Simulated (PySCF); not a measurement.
## From a computed spectrum to the compound

A species of 3 atoms with charge 1 has these harmonic modes (PBE0, small Gaussian bases with core potentials, PySCF 2.14.0):

| cm⁻¹ | km/mol | symmetry |
| --- | --- | --- |
| 52 | 3.5 | a1 |
| 255 | 20.2 | a1 |
| 269 | 75.7 | b2 |

(1) Which species is it, and in which structure?

## Answers

(1) [CeBr2]+ (singlet in the valence; each metal's 4f electrons, 1 of them, lie in its core potential, out of spins and levels):
```xyz
3

Ce    0.0000    0.0000   -0.8218
Br    2.1236    0.0000    0.7284
Br   -2.1236    0.0000    0.7284
```
Ideal gas at 298.15 K and 1 bar: S = 339.1 J/(mol K), Cp = 56.1 J/(mol K), H − H(0 K) = 14.6 kJ/mol (rigid rotor, harmonic modes, spin degeneracy alone, that of the 4f electrons in the core included; the modes under 60 cm⁻¹ make these uncertain). An lcecp potential fixes the number of 4f electrons, so in runs with it no electron can move into or out of that shell.
 The answer isn't unique; the calculation gave this one.
